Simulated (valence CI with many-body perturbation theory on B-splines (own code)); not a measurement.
As XXVIII in brief

Computed by relativistic CI+MBPT: four valence electrons over a frozen Dirac-Fock core [He], radial functions for each j: 11 s, 11 p, 10 d, 8 f, 5 g, 2 h, with the one-electron correlation potential Σ1, the two-electron term Σ2, the three-electron term Σ3, Breit, model QED; selected CI, second order for the rest, scaled by the run's own slope (own B-spline code, finite nucleus).

No measured spectrum was set against this ion. As an estimate, large intervals hold to a few tenths of a per cent, small ones and those within an open d or f shell to about a per cent. Among the levels kept, up to 1000 cm⁻¹ of a level comes from second order outside the variational space, and about a tenth of that is noise between levels of different J, which matters for small intervals.

Levels are named by their leading jj configuration (3d3/2^4 stands for four electrons in 3d with j = 3/2), which in mixed levels can hold well under half, so a name can repeat and another be missing.

Rates and lifetimes use the calculated energies. Strong lines usually hold to 10 to 20 %, long lifetimes can be off by a factor of two.

**Question.** What is the ground level?

**Answer.** (2s^2 2p1/2^2) J=0, composition 81 % 2s2 2p2 3P + 18 % 2s2 2p2 1S.

**Question.** How well does LS coupling describe the low levels?

**Answer.** Among the lowest 20 levels the leading LS term, summed over configurations, holds 73 % on average. For single configurations the figures are 73 % in LS and 86 % in jj coupling. Terms mix most in the J = 2 level at 203.2 eV, where the leading one holds 38 %.

**Question.** Name the longest-lived excited levels whose lifetime is computed, and their main decay.

**Answer.** (2s^2 2p1/2 2p3/2) J=2 at 40.8 eV lives 359 μs, mostly by M1 to (2s^2 2p1/2 2p3/2) J=1; (2s^2 2p1/2 2p3/2) J=1 at 31.9 eV lives 4.01 μs, mostly by M1 to (2s^2 2p1/2^2) J=0; (2s^2 2p3/2^2) J=2 at 79.5 eV lives 1.53 μs, mostly by M1 to (2s^2 2p1/2 2p3/2) J=1.

**Question.** Where does the other parity begin?

**Answer.** At (2s 2p1/2^2 2p3/2) J=2, 113.6 eV.

**Question.** Among levels below 2003.0 eV, which E1 lines absorb most strongly from the ground level?

**Answer.** to (2s^2 2p1/2 3d3/2) J=1 at 0.7138 nm, f = 1.34; to (2s 2p1/2^2 3p3/2) J=1 at 0.6972 nm, f = 0.318; to (2s 2p1/2^2 2p3/2) J=1 at 7.957 nm, f = 0.105.

**Question.** What is the ionisation energy?

**Answer.** 2942.4 eV; NIST lists 2938 ± 3 eV (semi-empirical).
